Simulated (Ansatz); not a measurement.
Ansatz (a first-principles code) input (B2PLYP/def2-TZVPD):

Ansatz 0.2 input:
```yaml
crystal:
  periodic: [false, false, false]
  atoms:
    - {symbol: P, position_ang: [1.05371992, -0.04559710, 0.53336622]}
    - {symbol: P, position_ang: [-0.95159722, 0.07206098, -0.38132630]}
    - {symbol: H, position_ang: [1.62055299, 0.60298414, -0.59471627]}
    - {symbol: H, position_ang: [1.23148554, -1.35161609, 0.00682918]}
    - {symbol: H, position_ang: [-1.85932400, -0.71480818, 0.33747934]}
    - {symbol: H, position_ang: [-1.44211500, 1.38116975, -0.30757635]}
    - {symbol: H, position_ang: [-1.08243994, -0.31468783, -1.72261470]}
basis:
  gaussian:
    orbitals: def2-TZVPD
hamiltonian:
  xc: {name: B2PLYP}
total_charge: 1
magnetization: {spin_polarized: true, initial_magnetization: 2}
correlation: {electrons: outside_noble_gas}
```

Output:

```
Functional definition: B2PLYP
integrals: 0.12 GiB planned
910 factors; integrals over basis functions are off by at most 8.6e-4 eV
mean field: 0.68 GiB planned
mean field evaluation 1: about -18635.4492 eV, gradient 1.5e1 eV
mean field evaluation 2: about -18635.4830 eV, gradient 1.5e1 eV
mean field evaluation 4: about -18637.1338 eV, gradient 1.5e0 eV
mean field evaluation 8: about -18637.2053 eV, gradient 1.4e-1 eV
mean field evaluation 16: about -18637.2064 eV, gradient 1.2e-3 eV
mean field -18637.20635275 eV, -684.9047007114 hartree, gradient 6.4e-6 eV, S^2 2.012330; 2 other end points of the search recorded, 0 dependent functions left out
10 core orbitals not correlated
reference -18637.20650741 eV, -684.9047063950 hartree; 8, 6 occupied and 113, 115 virtual orbitals, 910 factors
second order -9.36492862 eV of doubles, -0.00000000 eV of singles
Total energy: -18639.73503814 eV, -684.9976281854 hartree
```

This state (charge 1, triplet) is run at the relaxed geometry of the species with charge 1 and multiplicity 1, and is a spin state other than that species' own.
